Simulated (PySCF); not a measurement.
Ge(I)3(Me), SMILES [CH3][Ge]([I])([I])[I] (CH3GeI3), PBE0/def2-SVP optimised geometry.

```
8

C     -1.51    -2.12    -1.57
Ge    -0.85    -1.19     0.00
I      1.67    -1.19     0.00
I     -1.67     1.19     0.00
I     -1.67    -2.34     2.08
H     -1.14    -3.15    -1.56
H     -2.61    -2.11    -1.56
H     -1.14    -1.60    -2.47
```

Density from PBE0/def2-TZVP, def2 effective core potentials past Kr run with PySCF at that geometry. The core electrons that the potentials of I replace are not part of the density.

Minimum of the electron density along straight lines between bonded atoms, close to the bond critical point (lines longer than 1.1 times the sum of covalent radii, or with two minima, are not listed):

| bond | length / Å | ρ at the minimum / e bohr⁻³ | ∇²ρ there / e bohr⁻⁵ | position (fraction from the first atom) |
|---|---|---|---|---|
| C1–Ge2 | 1.943 | 0.131 | 0.06 | 0.52 |
| Ge2–I3 | 2.520 | 0.081 | -0.02 | 0.43 |
| Ge2–I4 | 2.520 | 0.081 | -0.02 | 0.43 |
| Ge2–I5 | 2.520 | 0.081 | -0.02 | 0.43 |
| C1–H6 | 1.099 | 0.271 | -0.90 | 0.65 |
| C1–H7 | 1.099 | 0.271 | -0.90 | 0.65 |
| C1–H8 | 1.099 | 0.271 | -0.90 | 0.65 |
